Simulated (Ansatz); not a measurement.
H6Au4⁻, relaxed as a doublet with UKS PBE-D4/def2-SVPD in Ansatz, starting from the GFN1-xTB geometry. Force threshold 0.02 eV/Å.

In the def2 sets Au takes a core potential; there is no spin–orbit coupling. The structure comes from a short search, and lower isomers may exist.

Start:

```
atom    x (Å)    y (Å)    z (Å)
 Au1   1.1317  -0.1910  -0.6659
 Au2   1.7969   0.6833   1.9028
 Au3  -0.8487   0.4144   0.9641
 Au4  -1.2894  -0.5311  -1.3614
  H5   2.0671   2.0562   1.2406
  H6  -2.7957  -0.6431  -1.5477
  H7   1.9472  -0.6593  -1.9244
  H8  -2.2805   0.6557   1.5724
  H9  -1.2939  -1.1015  -2.7718
 H10   1.5653  -0.6837   2.5913
```

```csv
step,energy (eV),largest force component (eV/Å),SCF passes
1,-14877.5373,2.147,23
2,-14878.2036,1.015,29
3,-14878.2926,0.282,30
4,-14878.3307,0.262,28
5,-14878.3772,0.387,23
6,-14878.4471,0.351,23
7,-14878.5250,0.262,24
8,-14878.6069,0.244,24
9,-14878.7027,0.426,29
10,-14878.8117,0.475,30
11,-14878.9625,0.563,31
12,-14879.2087,0.566,28
13,-14879.4224,0.309,28
14,-14879.4660,0.381,27
15,-14879.5478,0.123,27
16,-14879.5645,0.139,23
17,-14879.5666,0.037,23
18,-14879.5672,0.021,21
19,-14879.5674,0.014,21
```

Force components are those of the run's own axes.

End:

```xyz
10

Au    1.427    0.280   -0.537
Au    1.753    0.556    2.239
Au   -1.053    0.135    0.910
Au   -0.968   -0.534   -1.814
H     2.599    0.736    0.642
H    -2.513   -0.948   -1.670
H     0.742   -0.090   -2.102
H    -2.297    0.278    1.935
H    -1.081   -0.927   -3.412
H     1.390    0.512    3.809
```

Bonds formed: Au1–H5, Au4–H7 (atoms count from 1). The end is the same structure that another start reached.

No frequencies were taken in this run, so the end may be a saddle point.

It took 92 s on 4 threads of Arm Neoverse V1 on a shared host.
